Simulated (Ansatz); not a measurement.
The cluster Sn₂Cl₄. The state is a singlet with charge 0. Geometry PBE-D4/def2-SVP.

Cartesian coordinates in Å:
```
Sn 1.510 1.482 0.612
Sn -1.259 -0.842 -0.123
Cl -0.041 1.159 -1.482
Cl -1.021 -2.488 -1.879
Cl 1.260 -1.123 0.828
Cl -0.449 1.812 2.044
```

In the def2 sets Sn takes a core potential; there is no spin–orbit coupling. The structure comes from a short search, and lower isomers may exist.

Task: Estimate the orbital energies around the gap (eV) in Ansatz with PBE-D4/def2-TZVP, PBE-D4/def2-TZVPD, PBE0-D4/def2-SVP, PBE0-D4/def2-TZVP, ωB97X-V/def2-TZVP.

Result: 
```json
{"orbital": "HOMO−5", "PBE-D4/def2-TZVP": "-7.67", "PBE-D4/def2-TZVPD": "-7.72", "PBE0-D4/def2-SVP": "-8.88", "PBE0-D4/def2-TZVP": "-9.04", "ωB97X-V/def2-TZVP": "-11.44"}
{"orbital": "HOMO−4", "PBE-D4/def2-TZVP": "-7.51", "PBE-D4/def2-TZVPD": "-7.57", "PBE0-D4/def2-SVP": "-8.73", "PBE0-D4/def2-TZVP": "-8.91", "ωB97X-V/def2-TZVP": "-11.35"}
{"orbital": "HOMO−3", "PBE-D4/def2-TZVP": "-7.43", "PBE-D4/def2-TZVPD": "-7.49", "PBE0-D4/def2-SVP": "-8.58", "PBE0-D4/def2-TZVP": "-8.78", "ωB97X-V/def2-TZVP": "-11.21"}
{"orbital": "HOMO−2", "PBE-D4/def2-TZVP": "-7.37", "PBE-D4/def2-TZVPD": "-7.43", "PBE0-D4/def2-SVP": "-8.54", "PBE0-D4/def2-TZVP": "-8.75", "ωB97X-V/def2-TZVP": "-11.16"}
{"orbital": "HOMO−1", "PBE-D4/def2-TZVP": "-7.35", "PBE-D4/def2-TZVPD": "-7.41", "PBE0-D4/def2-SVP": "-8.31", "PBE0-D4/def2-TZVP": "-8.44", "ωB97X-V/def2-TZVP": "-10.59"}
{"orbital": "HOMO", "PBE-D4/def2-TZVP": "-6.80", "PBE-D4/def2-TZVPD": "-6.85", "PBE0-D4/def2-SVP": "-7.70", "PBE0-D4/def2-TZVP": "-7.86", "ωB97X-V/def2-TZVP": "-9.96"}
{"orbital": "LUMO", "PBE-D4/def2-TZVP": "-3.10", "PBE-D4/def2-TZVPD": "-3.16", "PBE0-D4/def2-SVP": "-2.31", "PBE0-D4/def2-TZVP": "-2.45", "ωB97X-V/def2-TZVP": "-0.59"}
{"orbital": "LUMO+1", "PBE-D4/def2-TZVP": "-2.48", "PBE-D4/def2-TZVPD": "-2.56", "PBE0-D4/def2-SVP": "-1.60", "PBE0-D4/def2-TZVP": "-1.81", "ωB97X-V/def2-TZVP": "0.03"}
{"orbital": "LUMO+2", "PBE-D4/def2-TZVP": "-2.45", "PBE-D4/def2-TZVPD": "-2.52", "PBE0-D4/def2-SVP": "-1.56", "PBE0-D4/def2-TZVP": "-1.76", "ωB97X-V/def2-TZVP": "0.15"}
{"orbital": "LUMO+3", "PBE-D4/def2-TZVP": "-2.29", "PBE-D4/def2-TZVPD": "-2.39", "PBE0-D4/def2-SVP": "-1.43", "PBE0-D4/def2-TZVP": "-1.60", "ωB97X-V/def2-TZVP": "0.28"}
{"orbital": "LUMO+4", "PBE-D4/def2-TZVP": "-1.81", "PBE-D4/def2-TZVPD": "-1.93", "PBE0-D4/def2-SVP": "-0.86", "PBE0-D4/def2-TZVP": "-1.08", "ωB97X-V/def2-TZVP": "0.81"}
{"orbital": "LUMO+5", "PBE-D4/def2-TZVP": "-1.30", "PBE-D4/def2-TZVPD": "-1.43", "PBE0-D4/def2-SVP": "-0.31", "PBE0-D4/def2-TZVP": "-0.56", "ωB97X-V/def2-TZVP": "1.36"}
```
